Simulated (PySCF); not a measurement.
How methods differ on the excitation energy of Tl

Tl [Xe] 4f14 5d10 6s2 6p1 (2P) → Tl [Xe] 4f14 5d10 6s1 6p2 (4P), as a difference of total energies. Computed with PySCF 2.14 in aug-cc-pVTZ-PP with one added diffuse shell each of d, f type with ECP60MDF (6s5p5d3f, 67 functions), with scalar relativity through the core potential. Correlated levels: valence: 5s2 5p6 5d10 frozen. The calculations carry no spin-orbit coupling.

| method | excitation energy (cm⁻¹) |
| --- | --- |
| UHF | 34752 |
| LDA | 52266 |
| PBE | 50141 |
| PBE0 | 47290 |
| r2SCAN | 47306 |
| B3LYP | 49962 |
| BHandHLYP | 46816 |
| CAM-B3LYP | 48507 |
| B97-3 | 49856 |
| MP2 (valence) | 39078 |
| SCS-MP2 (valence) | 40768 |

Spin-orbit coupling is strong in these open shells (close to jj coupling). The scalar numbers leave it out and a first-order estimate fails, so it can dominate the gap to the real levels.
